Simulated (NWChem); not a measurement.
System meant: CH$_{4}$BClFN; SMILES FB(NC)Cl

NWChem input:

```
start job
memory heap 200 mb stack 900 mb global 1100 mb
geometry units angstroms noautoz
  B      0.224538    -0.107802     0.000000
  Cl    -0.319843    -1.793933     0.000000
  F      1.533285     0.130293     0.000000
  N     -0.695056     0.935676     0.000000
  C     -0.375122     2.342357     0.000000
  H     -1.680665     0.704810     0.000000
  H     -0.773921     2.854009     0.891930
  H     -0.773921     2.854009    -0.891930
  H      0.715491     2.467790     0.000000
end
basis spherical
  * library def2-svp
end
dft
  xc xpbe96 cpbe96
  iterations 4
  mulliken
end
task dft energy
```

End of the output:

```
    Atom       Charge   Shell Charges
 -----------   ------   -------------------------------------------------------
    1 B    5     5.42   1.96  0.51  0.22  1.48  0.76  0.48
    2 Cl  17    16.85   2.00  1.95  1.02  0.73  5.82  2.27  3.03  0.02
    3 F    9     8.95   1.98  0.98  0.70  3.21  2.07  0.01
    4 N    7     6.98   1.97  0.69  0.39  2.28  1.61  0.04
    5 C    6     5.99   1.96  0.57  0.30  1.88  1.18  0.10
    6 H    1     0.91   0.59  0.19  0.12
    7 H    1     0.97   0.64  0.27  0.06
    8 H    1     0.97   0.64  0.27  0.06
    9 H    1     0.96   0.64  0.26  0.07

 center of mass
 --------------
 x =   0.07898758 y =  -0.20922838 z =   0.00000000

 moments of inertia (a.u.)
 ------------------
         765.665429694731           0.000000000000           0.000000000000
           0.000000000000         225.983828050549           0.000000000000
           0.000000000000           0.000000000000         980.196651395511

     Multipole analysis of the density
     ---------------------------------

     L   x y z        total         alpha         beta         nuclear
     -   - - -        -----         -----         ----         -------
     0   0 0 0     -0.000000    -24.000000    -24.000000     48.000000

     1   1 0 0     -0.710282     -0.355141     -0.355141      0.000000
     1   0 1 0      0.909293      0.454647      0.454647      0.000000
     1   0 0 1      0.000000      0.000000      0.000000      0.000000

     2   2 0 0    -25.927999    -69.968728    -69.968728    114.009457
     2   1 1 0     -0.965284      4.011682      4.011682     -8.988649
     2   1 0 1     -0.000000     -0.000000     -0.000000      0.000000
     2   0 2 0    -25.128241   -221.162396   -221.162396    417.196551
     2   0 1 1      0.000000      0.000000      0.000000      0.000000
     2   0 0 2    -26.435257    -16.058550    -16.058550      5.681843

 ------------------------------------------------------------------------
 dft energy failed                                                                                  0
 ------------------------------------------------------------------------
 ------------------------------------------------------------------------
  current input line :
    22: task dft energy
 ------------------------------------------------------------------------
 ------------------------------------------------------------------------
 This type of error is most commonly associated with calculations not reaching convergence criteria
 ------------------------------------------------------------------------
 For more information see the NWChem manual at https://nwchemgit.github.io

0:dft energy failed:Received an Error in Communication
```

Problem. Can this run be used? If not, why, and what is the fix?

Solution. Convergence was not reached. Cause: the SCF was allowed too few iterations. This input runs:
```
start job
memory heap 200 mb stack 900 mb global 1100 mb
geometry units angstroms noautoz
  B      0.224538    -0.107802     0.000000
  Cl    -0.319843    -1.793933     0.000000
  F      1.533285     0.130293     0.000000
  N     -0.695056     0.935676     0.000000
  C     -0.375122     2.342357     0.000000
  H     -1.680665     0.704810     0.000000
  H     -0.773921     2.854009     0.891930
  H     -0.773921     2.854009    -0.891930
  H      0.715491     2.467790     0.000000
end
basis spherical
  B library def2-svp
  Cl library def2-svp
  F library def2-svp
  N library def2-svp
  C library def2-svp
  H library def2-svp
end
dft
  xc xpbe96 cpbe96
  iterations 150
  mulliken
end
task dft energy
```
It converges to -679.55096 Ha (PBE/def2-SVP).
